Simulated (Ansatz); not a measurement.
System: PbO, net charge 0, singlet state. 
Geometry from a B3LYP-D3(BJ)/def2-TZVP (Ansatz, a first-principles code) optimisation:
```
Pb
O 1 1.9216
```

Basis-set convergence of Hartree-Fock and MP2 correlation energies (hartree) with Ansatz. Correlated levels leave the core frozen unless marked. Spin-orbit coupling is left out. Frozen are the shells of the preceding noble gas and the d and f shells that filled before the atom's block. Past Kr the def2 sets carry scalar-relativistic core potentials.

The Hartree-Fock reference is unstable (checked in the largest basis), which strains HF and MP2. The T1 diagnostic of CCSD in the largest basis is 0.044, which is high, so the coupled-cluster rows are less sure than usual.

| basis | functions | E(HF) | E(corr, MP2) |
|---|---|---|---|
| def2-SVP | 40 | -266.56678 | -0.29036 |
| def2-TZVPP | 81 | -266.68064 | -0.34954 |
| def2-QZVPP | 139 | -266.68732 | -0.37395 |

Extrapolating the two largest sets (X = 3 and 4) as X^-3: E(corr) = (64·(-0.37395) - 27·(-0.34954))/37 = -0.3918 Eh, an estimate of the basis-set limit. The largest set recovers 95.5 % of it, the smallest 74.1 %.
